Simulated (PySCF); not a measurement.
C4H10O (SMILES CCCCO), singlet, geometry from GFN2-xTB; HF/def2-SV(P) in PySCF.

Input for PySCF:
```python
from pyscf import gto, scf

mol = gto.M(
    atom='''
C    -2.509527   -0.112710    0.133814
C    -1.182413   -0.055656   -0.612560
C     0.000062    0.001321    0.349161
C     1.334924    0.058770   -0.385253
O     2.370656    0.109114    0.573171
H    -2.551461   -0.994627    0.768849
H    -3.340932   -0.152860   -0.566055
H    -2.630918    0.766607    0.762201
H    -1.166251    0.825204   -1.258767
H    -1.086781   -0.936324   -1.252118
H    -0.078887    0.881797    0.988774
H     0.000498   -0.877845    0.995415
H     1.365873    0.949229   -1.031033
H     1.446147   -0.830124   -1.024318
H     3.219183    0.145687    0.120714
''',
    basis='def2-sv(p)',
    charge=0,
    spin=0,
    verbose=4,
)

mf = scf.RHF(mol)
mf.kernel()
mf.analyze()
```

What the program printed (banner, timings and long lists left out):

```
PySCF version 2.14.0

[INPUT] verbose = 4
[INPUT] num. atoms = 15
[INPUT] num. electrons = 42
[INPUT] charge = 0
[INPUT] spin (= nelec alpha-beta = 2S) = 0
[INPUT] symmetry False subgroup None
[INPUT] Mole.unit = angstrom
[INPUT] Symbol           X                Y                Z      unit          X                Y                Z       unit  Magmom
[INPUT]  1 C     -2.509527000000  -0.112710000000   0.133814000000 AA   -4.742318732201  -0.212991031500   0.252871811633 Bohr   0.0
[INPUT]  2 C     -1.182413000000  -0.055656000000  -0.612560000000 AA   -2.234436736125  -0.105174597189  -1.157570634864 Bohr   0.0
[INPUT]  3 C      0.000062000000   0.001321000000   0.349161000000 AA    0.000117163020   0.002496328211   0.659818663379 Bohr   0.0
[INPUT]  4 C      1.334924000000   0.058770000000  -0.385253000000 AA    2.522640757109   0.111059204341  -0.728022658667 Bohr   0.0
[INPUT]  5 O      2.370656000000   0.109114000000   0.573171000000 AA    4.479890575557   0.206195576356   1.083136212543 Bohr   0.0
[INPUT]  6 H     -2.551461000000  -0.994627000000   0.768849000000 AA   -4.821562507509  -1.879572626098   1.452914041146 Bohr   0.0
[INPUT]  7 H     -3.340932000000  -0.152860000000  -0.566055000000 AA   -6.313446480795  -0.288863535401  -1.069688921441 Bohr   0.0
[INPUT]  8 H     -2.630918000000   0.766607000000   0.762201000000 AA   -4.971714476188   1.448677275174   1.440351141870 Bohr   0.0
[INPUT]  9 H     -1.166251000000   0.825204000000  -1.258767000000 AA   -2.203894982500   1.559409556896  -2.378724884640 Bohr   0.0
[INPUT] 10 H     -1.086781000000  -0.936324000000  -1.252118000000 AA   -2.053718447381  -1.769395923857  -2.366160095638 Bohr   0.0
[INPUT] 11 H     -0.078887000000   0.881797000000   0.988774000000 AA   -0.149074824789   1.666354827463   1.868512059091 Bohr   0.0
[INPUT] 12 H      0.000498000000  -0.877845000000   0.995415000000 AA    0.000941083610  -1.658886629819   1.881061730284 Bohr   0.0
[INPUT] 13 H      1.365873000000   0.949229000000  -1.031033000000 AA    2.581125890938   1.793782839495  -1.948369995389 Bohr   0.0
[INPUT] 14 H      1.446147000000  -0.830124000000  -1.024318000000 AA    2.732821765861  -1.568707009428  -1.935680484462 Bohr   0.0
[INPUT] 15 H      3.219183000000   0.145687000000   0.120714000000 AA    6.083374214856   0.275308529910   0.228116399401 Bohr   0.0

nuclear repulsion = 185.584965039089
number of shells = 50
number of NR pGTOs = 160
number of NR cGTOs = 90
basis = def2-sv(p)
ecp = {}

******** <class 'pyscf.scf.hf.RHF'> ********
method = RHF
initial guess = minao
damping factor = 0
level_shift factor = 0
DIIS = <class 'pyscf.scf.diis.CDIIS'>
diis_start_cycle = 1
diis_space = 8
diis_damp = 0
SCF conv_tol = 1e-09
SCF conv_tol_grad = None
SCF max_cycles = 50
direct_scf = True
direct_scf_tol = 1e-13
Set gradient conv threshold to 3.16228e-05
Initial guess from minao.
init E= -232.637780623589
  HOMO = -0.335979383936151  LUMO = 0.112172492433216  gap/eV = 12.19483
cycle= 1 E= -231.860590575516  delta_E= 0.777  |g|= 0.556  |ddm|= 3.37
  HOMO = -0.392004088439792  LUMO = 0.161978710245642  gap/eV = 15.07464
cycle= 2 E= -231.929751024019  delta_E= -0.0692  |g|= 0.27  |ddm|= 0.745
  HOMO = -0.445746129953357  LUMO = 0.172719343703573  gap/eV = 16.82930
cycle= 3 E= -231.943782057974  delta_E= -0.014  |g|= 0.0632  |ddm|= 0.306
  HOMO = -0.437354398163646  LUMO = 0.175121103977184  gap/eV = 16.66631
cycle= 4 E= -231.944908179429  delta_E= -0.00113  |g|= 0.00835  |ddm|= 0.0738
  HOMO = -0.440184717131714  LUMO = 0.174708494221709  gap/eV = 16.73210
cycle= 5 E= -231.944930354507  delta_E= -2.22e-05  |g|= 0.00208  |ddm|= 0.0134
  HOMO = -0.439855684240368  LUMO = 0.174801844139919  gap/eV = 16.72568
cycle= 6 E= -231.9449319715  delta_E= -1.62e-06  |g|= 0.000612  |ddm|= 0.00345
  HOMO = -0.440024421840266  LUMO = 0.174781639990278  gap/eV = 16.72973
cycle= 7 E= -231.944932141198  delta_E= -1.7e-07  |g|= 0.000116  |ddm|= 0.00143
  HOMO = -0.44003878929445  LUMO = 0.174781491261797  gap/eV = 16.73011
cycle= 8 E= -231.944932148782  delta_E= -7.58e-09  |g|= 2.78e-05  |ddm|= 0.000283
  HOMO = -0.440043056026297  LUMO = 0.174781663381487  gap/eV = 16.73023
cycle= 9 E= -231.944932149075  delta_E= -2.93e-10  |g|= 7.99e-06  |ddm|= 4.93e-05
  HOMO = -0.44004197950179  LUMO = 0.174781693589392  gap/eV = 16.73020
Extra cycle  E= -231.944932149101  delta_E= -2.59e-11  |g|= 3.64e-06  |ddm|= 1.34e-05
converged SCF energy = -231.944932149101
**** SCF Summaries ****
Total Energy =                        -231.944932149100936
Nuclear Repulsion Energy =             185.584965039088530
One-electron Energy =                 -682.103585315848250
Two-electron Energy =                  264.573688127658784
Two-electron Coulomb Energy =          297.127320620227977
DFT Exchange-Correlation Energy =      -32.553632492569193
HOMO-LUMO gap [eV] =                    16.730204302718434
**** MO energy ****
MO #1   energy= -20.5396197398239  occ= 2
MO #2   energy= -11.2704674633929  occ= 2
MO #3   energy= -11.218558422945   occ= 2
MO #4   energy= -11.212172374735   occ= 2
MO #5   energy= -11.2099641445063  occ= 2
MO #6   energy= -1.33839121666027  occ= 2
MO #7   energy= -1.06423189656918  occ= 2
MO #8   energy= -0.965173343098535 occ= 2
MO #9   energy= -0.845316936607054 occ= 2
MO #10  energy= -0.789097842339953 occ= 2
MO #11  energy= -0.689427223981765 occ= 2
MO #12  energy= -0.664329076347314 occ= 2
MO #13  energy= -0.608233992698487 occ= 2
MO #14  energy= -0.59750784847009  occ= 2
MO #15  energy= -0.564670012220448 occ= 2
MO #16  energy= -0.527029095286076 occ= 2
MO #17  energy= -0.513882050942986 occ= 2
MO #18  energy= -0.479471171546297 occ= 2
MO #19  energy= -0.476048572615655 occ= 2
MO #20  energy= -0.464472791980345 occ= 2
MO #21  energy= -0.44004197950179  occ= 2
MO #22  energy= 0.174781693589392  occ= 0
MO #23  energy= 0.185555977909326  occ= 0
MO #24  energy= 0.216445759789761  occ= 0
MO #25  energy= 0.217987944397255  occ= 0
MO #26  energy= 0.233846593413359  occ= 0
MO #27  energy= 0.280142896613791  occ= 0
MO #28  energy= 0.280587860539047  occ= 0
MO #29  energy= 0.287904714508566  occ= 0
 ** Mulliken pop on meta-lowdin orthogonal AOs  **
 ** Mulliken pop  **
 ** Mulliken atomic charges  **
charge of    0C =     -0.21290
charge of    1C =     -0.11160
charge of    2C =     -0.11584
charge of    3C =      0.12271
charge of    4O =     -0.54772
charge of    5H =      0.06943
charge of    6H =      0.07050
charge of    7H =      0.06943
charge of    8H =      0.05898
charge of    9H =      0.05898
charge of   10H =      0.06857
charge of   11H =      0.06857
charge of   12H =      0.04908
charge of   13H =      0.04908
charge of   14H =      0.30274
Dipole moment(X, Y, Z, Debye):  0.21891,  0.00330, -1.74183
```
